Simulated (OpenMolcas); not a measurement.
# Cu6+, Ag6+, Au6+: d5 down the group

```yaml
Program: OpenMolcas 26.06
Method: CASSCF
Basis: ANO-RCC-VTZP
Scalar_Hamiltonian: DKH2, point nucleus
Spin-orbit_coupling: state interaction with AMFI integrals over the reference wave functions, term energies averaged over their components
```

Active space for each ion: 5 electrons in 5 orbitals (d).

Computed levels in cm-1 above 6S 5/2:

```json
{"Level": "4G 7/2", "Cu6+": "51352", "Ag6+": "35645", "Au6+": "30972"}
{"Level": "4G 11/2", "Cu6+": "51381", "Ag6+": "35833", "Au6+": "32606"}
{"Level": "4G 9/2", "Cu6+": "51417", "Ag6+": "36038", "Au6+": "34541"}
{"Level": "4P 1/2", "Cu6+": "59320", "Ag6+": "41188", "Au6+": "37447"}
{"Level": "4D 7/2", "Cu6+": "63680", "Ag6+": "43750", "Au6+": "42627"}
{"Level": "4D 1/2", "Cu6+": "64032", "Ag6+": "45576", "Au6+": "49485"}
{"Level": "2I 11/2", "Cu6+": "73111", "Ag6+": "50764", "Au6+": "48182"}
{"Level": "2I 13/2", "Cu6+": "73372", "Ag6+": "52061", "Au6+": "53230"}
{"Level": "2F 7/2(1)", "Cu6+": "84849", "Ag6+": "61734", "Au6+": "70423"}
{"Level": "weight of 6S in the lowest level (%)", "Cu6+": "100", "Ag6+": "98", "Au6+": "80"}
```

Mixed levels, with the weight of the term that names them: Ag6+ 2F 7/2(1) (55 %), Au6+ 4G 7/2 (61 %), Au6+ 4G 11/2 (72 %), Au6+ 4P 1/2 (63 %), Au6+ 4D 7/2 (59 %), Au6+ 4D 1/2 (70 %), Au6+ 2I 11/2 (69 %), Au6+ 2F 7/2(1) (60 %).

Measured, with the error of the calculation in %. Measured levels: Cu6+, Ag6+ from the list in Gamrath, thesis, University of Mons (2023).

```json
{"Level": "4G 7/2", "Cu6+": "", "Ag6+": "30378 (+17.3)"}
{"Level": "4G 11/2", "Cu6+": "", "Ag6+": "30662 (+16.9)"}
{"Level": "4G 9/2", "Cu6+": "", "Ag6+": "30907 (+16.6)"}
{"Level": "4P 1/2", "Cu6+": "51407 (+15.4)", "Ag6+": "34605 (+19.0)"}
{"Level": "4D 7/2", "Cu6+": "55742 (+14.2)", "Ag6+": "36485 (+19.9)"}
{"Level": "4D 1/2", "Cu6+": "56210 (+13.9)", "Ag6+": "38685 (+17.8)"}
{"Level": "2I 11/2", "Cu6+": "67757 (+7.9)", "Ag6+": "44011 (+15.3)"}
{"Level": "2I 13/2", "Cu6+": "67918 (+8.0)", "Ag6+": "45546 (+14.3)"}
{"Level": "2F 7/2(1)", "Cu6+": "74408 (+14.0)", "Ag6+": "53353 (+15.7)"}
```

Without spin-orbit coupling 4G lies 51370, 35777, 31985 cm-1 above 6S in that order; the difference to the level 4G 7/2, of either sign, comes from spin-orbit coupling, which also lowers the zero.

Without dynamic correlation excited terms often stand tens of per cent too high (terms of higher spin than the ground term too low), and those without a measured partner can miss by more than the paired ones. Measured partners are found by configuration, term and J. A level has none where our copy of the source lacks it or the pairing is in doubt (some pairs that miss far off the trend of their configuration count as doubtful), and it then counts in no deviation. Levels of configurations outside the active space are missing.

A number in round brackets counts repeated terms of one configuration in the order of the reference energies.
